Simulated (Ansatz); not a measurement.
Na2Cl2: single points at one geometry.

```yaml
crystal:
  periodic: [false, false, false]
  atoms:
    - {symbol: Na, position_ang: [0.278820, -2.280970, -0.012923]}
    - {symbol: Na, position_ang: [-0.280064, 2.280693, 0.013177]}
    - {symbol: Cl, position_ang: [1.314357, 0.159732, 0.000987]}
    - {symbol: Cl, position_ang: [-1.313124, -0.159465, -0.001231]}
basis:
  gaussian: {orbitals: def2-TZVP}
magnetization: {spin_polarized: true, initial_magnetization: 2}
hamiltonian: {xc: pbe0, dispersion: d4}
scf: {omitted_lower_state_checks: [starts]}
output: {orbitals: {seedname: orbitals}}
```

The file start.molden holds the orbitals of an earlier run on this structure, at another level or in another basis.

```sh
$ ansatz run in.yaml --threads 4 --pin off --events-out ev --progress --plain --max-ram 3916MiB
```

Output, abridged:

```
Functional definition: PBE0
  name "PBE0"
  cite "Adamo & Barone, J. Chem. Phys. 110, 6158 (1999) doi:10.1063/1.478522"
  cite "Perdew, Burke & Ernzerhof, Phys. Rev. Lett. 77, 3865 (1996) doi:10.1103/PhysRevLett.77.3865"
  parent pbe
  parameter a = 0.25
  parameter kappa = 0.804
  parameter beta = 0.06672455060314922
  exchange = (1 - a)*pbe_x(kappa = kappa, mu = beta*pi^2/3) + a*exact_x
  correlation = pbe_c(beta = beta)
these checks for a lower state are left out or cut short: starts
1108 factors; their error is unknown
mean field evaluation 1: about -33865.2174 eV, gradient 1.1e1 eV
mean field evaluation 2: about -33865.5044 eV, gradient 1.1e1 eV
mean field evaluation 4: about -33865.9956 eV, gradient 4.8e-1 eV
mean field evaluation 8: about -33866.1292 eV, gradient 7.8e-2 eV
mean field evaluation 16: about -33866.1293 eV, gradient 3.0e-5 eV
mean field -33866.12925164 eV, -1244.5572947110 hartree, gradient 2.6e-6 eV, S^2 2.004721; 0 other end points of the search recorded, 0 dependent functions left out
reference -33866.12929404 eV, -1244.5572962692 hartree; 29, 27 occupied and 109, 111 virtual orbitals, 1108 factors
Total energy: -33866.21189194 eV, -1244.5603316861 hartree
Checks for a lower state left out: starts
```

Run time 3 s (4 threads of Arm Neoverse V1 on a shared host).

First input, but with `gaussian: {orbitals: def2-TZVP, initial_orbitals: start.molden}`, `hamiltonian: {xc: pbe, dispersion: d4}` (abridged; 2.1 s):

```
Functional definition: PBE
mean field -33863.57682806 eV, -1244.4634948746 hartree, gradient 1.5e-5 eV, S^2 2.001977
Total energy: -33863.67423739 eV, -1244.4670746012 hartree
Checks for a lower state left out: starts
```

The first input with `gaussian: {orbitals: def2-TZVP, initial_orbitals: start.molden}`, `hamiltonian: {xc: r2scan, dispersion: d4}` (abridged; 6 s):

```
Functional definition: r2SCAN
mean field -33876.77051691 eV, -1244.9483539966 hartree, gradient 2.0e-5 eV, S^2 2.004538
Total energy: -33876.78930564 eV, -1244.9490444698 hartree
Checks for a lower state left out: starts
```

Geometry: PBE0-D4/def2-TZVP, that of the charge +1 doublet.

At PBE0-D4/def2-TZVP a singlet of charge 0 lies 2.35 eV below the triplet at the same geometry. The structure comes from a short search, and lower isomers may exist.
